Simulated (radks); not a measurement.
Values are calculated unless marked as measured or tabulated.
Ionisation of Hg3+, [Xe] 4f14 5d9, to Hg4+, [Xe] 4f14 5d8, under several functionals. Scalar-relativistic Kohn-Sham, spin-polarised, spherical densities, finite nucleus; open shells are filled with parallel spins first (spin-orbit coupling, left out, can overturn this in heavy ions); a radial shooting solver on a logarithmic mesh with Libxc functionals.

[
 {"functional": "BLYP", "E(Hg3+) (hartree)": "-19616.6132", "Exc (hartree)": "-370.2028", "IE (eV)": "49.033", "-e(HOMO) (eV)": "41.979", "<r> HOMO (bohr)": "1.392", "IE error (eV)": "+0.483"},
 {"functional": "OLYP", "E(Hg3+) (hartree)": "-19622.4773", "Exc (hartree)": "-376.3612", "IE (eV)": "49.263", "-e(HOMO) (eV)": "42.193", "<r> HOMO (bohr)": "1.380", "IE error (eV)": "+0.713"},
 {"functional": "r2SCAN", "E(Hg3+) (hartree)": "-19617.8528", "Exc (hartree)": "-369.8746", "IE (eV)": "49.293", "-e(HOMO) (eV)": "42.295", "<r> HOMO (bohr)": "1.380", "IE error (eV)": "+0.743"},
 {"functional": "LDA (Slater exchange, Perdew-Wang correlation)", "E(Hg3+) (hartree)": "-19604.8291", "Exc (hartree)": "-358.4771", "IE (eV)": "49.519", "-e(HOMO) (eV)": "42.438", "<r> HOMO (bohr)": "1.388", "IE error (eV)": "+0.969"},
 {"functional": "SCAN", "E(Hg3+) (hartree)": "-19618.5594", "Exc (hartree)": "-370.7285", "IE (eV)": "49.248", "-e(HOMO) (eV)": "42.251", "<r> HOMO (bohr)": "1.382", "IE error (eV)": "+0.698"},
 {"functional": "exchange-only r2SCAN", "E(Hg3+) (hartree)": "-19613.0470", "Exc (hartree)": "-365.0123", "IE (eV)": "47.908", "-e(HOMO) (eV)": "40.970", "<r> HOMO (bohr)": "1.383", "IE error (eV)": "-0.642"}
]

NIST Atomic Spectra Database: 48.6 eV (measured). Closest: BLYP. The Delta-SCF values span 1.61 eV, the total energies 17.65 hartree. The highest occupied level is 5d. Open shells are spherical and high-spin; term and fine-structure splittings are not resolved. Spin-orbit splitting is averaged out at the scalar-relativistic level.
